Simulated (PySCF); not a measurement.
Isotope clusters of molecular radical cations, worked from isotope masses and abundances (centroid m/z, relative intensity):

1. 102.0593 (100.0), 103.0627 (5.5)
2. 130.0777 (100.0), 131.0811 (10.9), 132.0845 (0.5)
3. 176.0419 (100.0), 177.0450 (8.6), 178.0387 (5.0), 179.0417 (0.4)
4. 130.1352 (100.0), 131.1386 (8.9), 132.1411 (0.6)
5. 95.0366 (100.0), 96.0396 (5.9), 97.0415 (0.3)
6. 165.9179 (77.3), 166.9213 (3.4), 167.9157 (100.0), 168.9191 (4.4), 169.9130 (24.1), 170.9163 (1.1)

Lines and terms under 0.3 % are left out. Candidates, as SMILES:
A. `C=Cc1ccc2c(c1)CC2`
B. `CCCCOCCCC`
C. `c1(ccncc1)O`
D. `C(/C=C/Cl)=C\Br`
E. `C(C)(/C(=P\[H])C)C`
F. `CCP1(=S)CCC(=O)CC1`

Q: Match clusters and compounds, and give each formula.

A: 
1 = E, C5H11P, monoisotopic mass of the neutral 102.0598 u; relative to that species, one 13C gives 5.4 % at +1.
2 = A, C10H10, monoisotopic mass of the neutral 130.0783 u; relative to that species, one 13C gives 10.8 % at +1.
3 = F, C7H13OPS, monoisotopic mass of the neutral 176.0425 u; relative to that species, one 13C gives 7.6 % at +1, one 33S gives 0.8 % at +1 and one 34S gives 4.5 % at +2.
4 = B, C8H18O, monoisotopic mass of the neutral 130.1358 u; relative to that species, one 13C gives 8.7 % at +1.
5 = C, C5H5NO, monoisotopic mass of the neutral 95.0371 u; relative to that species, one 13C gives 5.4 % at +1 and one 15N gives 0.4 % at +1.
6 = D, C4H4BrCl, monoisotopic mass of the neutral 165.9185 u; relative to that species, one 13C gives 4.3 % at +1, one 81Br gives 97.3 % at +2 and one 37Cl gives 32.0 % at +2.

Q: What is the mean mass of the whole cluster 5, and how does it compare with the molar mass?

A: 95.099 u over all lines, faint ones too (the ion lacks one electron, 0.0005 u); standard atomic weights give 95.101 g/mol for C5H5NO.

Q: Give the exact less the nominal mass of each, in mDa.

A: C10H10 +78.3, C8H18O +135.8, C5H5NO +37.1, C4H4BrCl -81.5, C5H11P +59.8, C7H13OPS +42.5 (neutral, monoisotopic).

Abundances used (%; other tables differ somewhat): 12C 98.93, 13C 1.07; 1H 99.9885, 2H 0.0115; 32S 94.93, 33S 0.76, 34S 4.29, 36S 0.02; 16O 99.757, 17O 0.038, 18O 0.205; 14N 99.632, 15N 0.368; 35Cl 75.78, 37Cl 24.22; 79Br 50.69, 81Br 49.31.

Isomers would give the same cluster, so the cluster fixes the formula at best.

Masses and patterns are calculated from tabulated isotope masses and abundances.
